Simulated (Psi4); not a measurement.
Psi4 input (wB97X-D/6-31G*):

```
memory 1500 MB

molecule {
0 1
C    -0.37708342    1.08626761    0.16283026
C    -1.12385045   -0.28975267    0.04106663
C     0.33463378   -0.17758331   -0.04545889
O     1.38188572   -0.73333852   -0.18772459
H    -0.34007347    1.55204714    1.14085017
H    -0.46474761    1.77957040   -0.66571637
H    -1.68856913   -0.47548796   -0.86526580
H    -1.56389500   -0.70301121    0.94130074
symmetry c1
no_reorient
no_com
}

set {
  basis 6-31G*
  reference rks
  scf_type pk
  dft_radial_points 99
  dft_spherical_points 590
  e_convergence 1e-8
  d_convergence 1e-7
  maxiter 150
}

e = energy('wb97x-d')
print_out(f'\nFINAL {e:.10f} DIPOLE {variable("CURRENT DIPOLE")[0]:.6f} {variable("CURRENT DIPOLE")[1]:.6f} {variable("CURRENT DIPOLE")[2]:.6f}\n')
```

From the output:

```
    One-Electron Energy =                -475.0933193423101102
    Two-Electron Energy =                 192.3956161342280211
    DFT Exchange-Correlation Energy =     -18.1421807590031179
    Empirical Dispersion Energy =          -0.0017728773989662
    VV10 Nonlocal Energy =                  0.0000000000000000
    Total Energy =                       -191.8173111671220283

Computation Completed

Properties will be evaluated at   0.000000,   0.000000,   0.000000 [a0]

Properties computed using the SCF density matrix

 Multipole Moments:

 ------------------------------------------------------------------------------------
     Multipole            Electronic (a.u.)      Nuclear  (a.u.)        Total (a.u.)
 ------------------------------------------------------------------------------------

 L = 1.  Multiply by 2.5417464519 to convert [e a0] to [Debye]
 Dipole X            :         -0.9808081            0.0000000           -0.9808081
 Dipole Y            :          0.5204948           -0.0000000            0.5204948
 Dipole Z            :          0.1332395            0.0000000            0.1332395
 Magnitude           :                                                    1.1183256

 ------------------------------------------------------------------------------------

FINAL -191.8173111671 DIPOLE -0.980808 0.520495 0.133240

*** Psi4 exiting successfully. Buy a developer a beer!
```

The geometry given is a B3LYP-D3(BJ)/def2-TZVP minimum.
